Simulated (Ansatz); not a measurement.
# From Si to Sn: the HOMO–LUMO gap

One atom is swapped for its congeners: Si(SH)2; Ge(SH)2; Sn(SH)2. All are singlets with charge 0.

Shapes, held fixed at every level: PBE0-D4/def2-TZVP. Flexible molecules stand in one conformer, not always the lowest. Programs: Ansatz 0.2.0. Values in eV.

Q: How should the HOMO–LUMO gap change along the series?

A: At wB97X-V/def2-TZVPP the HOMO–LUMO gap isn't monotonic: it is largest for Ge and smallest for Sn (9.22 and 8.71 eV). Every level shows the same order. For atoms past krypton def2 sets carry core potentials with scalar relativity. Relativity is left out for Ge unless named. Orbital gaps aren't excitation energies, and the LUMO depends on the basis.

```tsv
level	Si(SH)2	Ge(SH)2	Sn(SH)2
SPW92/def2-TZVPP	3.09	3.30	3.02
B3LYP-D4/def2-TZVPP	4.59	4.70	4.40
BHLYP-D4/def2-TZVPP	6.74	6.79	6.31
r2SCAN0-D4/def2-TZVPP	5.08	5.25	4.97
wB97M-V/def2-TZVPP	8.89	9.03	8.49
wB97X-V/def2-TZVPP	9.14	9.22	8.71
```
